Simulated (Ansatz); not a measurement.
Cost and result up the ladder for Pb2O3 (the lowest singlet isomer of a short search) (5 atoms). The state is a singlet with charge 0. Geometry: PBE-D4/def2-SVP.

Cartesian coordinates in Å:
```
Pb 0.271 1.082 1.261
Pb -0.119 -0.534 -1.592
O -1.001 -0.785 0.581
O 0.456 -1.177 0.604
O 0.393 1.414 -0.854
```

Ansatz on 4 threads of Arm Neoverse V2 on a shared host. Times are rough, and most runs start from the orbitals of an earlier one. PBE0-D4/def2-TZVP serves as the yardstick here, not as an exact answer. Differences are given only for rows in sets of like size (and for xTB, whose basis is part of the method), since another set adds its own error. Binding counts from free atoms at the same level (Pb triplet, O triplet; other spins of the atoms weren't run), without zero-point energy or a counterpoise term.

In the def2 sets Pb takes a core potential; there is no spin–orbit coupling. Correlated methods freeze 11 core orbitals; core or outer-core shells of Pb are correlated, in sets that lack core-valence functions. The structure holds 1 bond(s) between oxygen atoms. The structure comes from a short search, and lower isomers may exist.

Correlated methods converge slowly with the basis.

```
                         level  functions  wall time
               PBE-D4/def2-SVP         94      0.7 s
         LDA (SPW92)/def2-TZVP        193      0.9 s
              PBE0-D4/def2-SVP         94      1.1 s
             BLYP-D4/def2-TZVP        193      1.6 s
PBE-D4/def2-TZVP (with forces)        193      1.9 s
            BHLYP-D4/def2-TZVP        193      2.5 s
                 MP2/def2-TZVP        193      2.7 s
             PBE0-D4/def2-TZVP        193      2.8 s
           r2SCAN-D4/def2-TZVP        193        3 s
            CCSD(T)/def2-TZVPP        193    1.9 min
```

(1) Estimate what each level gives for the binding energy per atom (eV).

Results:

(1) 
```
                         level  binding energy per atom (eV)  difference from PBE0-D4/def2-TZVP (eV)           remarks
               PBE-D4/def2-SVP                          3.41                                       –                 –
         LDA (SPW92)/def2-TZVP                          4.12                                    1.11                 –
              PBE0-D4/def2-SVP                          2.95                                       –                 –
             BLYP-D4/def2-TZVP                          3.36                                    0.35                 –
PBE-D4/def2-TZVP (with forces)                          3.44                                    0.43                 –
            BHLYP-D4/def2-TZVP                          2.60                                   -0.40                 –
                 MP2/def2-TZVP                          3.22                                    0.21                 –
             PBE0-D4/def2-TZVP                          3.01                                    0.00                 –
           r2SCAN-D4/def2-TZVP                          3.16                                    0.16                 –
            CCSD(T)/def2-TZVPP                          2.95                                   -0.05  large T1 (0.026)
```
